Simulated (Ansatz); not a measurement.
H$_{6}$AgN$_{2}$ (SMILES [NH3]->[Ag+]<-[NH3]), charge +1, singlet, at a GFN2-xTB geometry (such geometries of metal compounds can be far from the true shape) (all electrons, no relativity); Ansatz (a first-principles code) with PBE0/3-21G.

Ansatz was given this input:
Ansatz 0.2 input:
```yaml
crystal:
  periodic: [false, false, false]
  atoms:
    - {symbol: Ag, position_ang: [-0.00000000, -0.00000000, 0.00000000]}
    - {symbol: N, position_ang: [-1.24067725, -0.67082294, 1.77286030]}
    - {symbol: H, position_ang: [-1.65718678, 0.11188149, 2.27566513]}
    - {symbol: H, position_ang: [-0.69325101, -1.19150804, 2.45706103]}
    - {symbol: H, position_ang: [-2.01203145, -1.27912100, 1.50100505]}
    - {symbol: N, position_ang: [1.24067725, 0.67082294, -1.77286030]}
    - {symbol: H, position_ang: [0.99615131, 1.60911881, -2.08706888]}
    - {symbol: H, position_ang: [1.12783478, 0.06007285, -2.58104964]}
    - {symbol: H, position_ang: [2.23848315, 0.68955590, -1.56561269]}
basis:
  gaussian:
    orbitals: 3-21G.json
hamiltonian:
  xc: pbe0
total_charge: 1
scf: {lower_state_search: off}
```
The basis file holds 3-21G in the JSON format of the Basis Set Exchange.

Output, abridged:

```
Functional definition: PBE0
these checks for a lower state are left out or cut short: stability, starts, cluster_reference, orbital_swaps, neighbouring_geometries, increment
862 factors; integrals over basis functions are off by at most 9.1e-4 eV
mean field evaluation 1: about -143884.5717 eV, gradient 8.8e1 eV
mean field evaluation 2: about -143875.8781 eV, gradient 1.1e2 eV
mean field evaluation 4: about -143897.5407 eV, gradient 3.7e0 eV
mean field evaluation 8: about -143897.5751 eV, gradient 7.3e-2 eV
mean field evaluation 16: about -143897.5751 eV, gradient 5.8e-6 eV
mean field -143897.57514439 eV, -5288.1383492768 hartree, gradient 5.2e-6 eV, S^2 0.000000; 0 other end points of the search recorded, 0 dependent functions left out
reference -143897.57519232 eV, -5288.1383510382 hartree; 33, 33 occupied and 36, 36 virtual orbitals, 862 factors
Total energy: -143897.57519232 eV, -5288.1383510382 hartree
Checks for a lower state left out: stability, starts, cluster_reference, orbital_swaps, neighbouring_geometries, increment
```
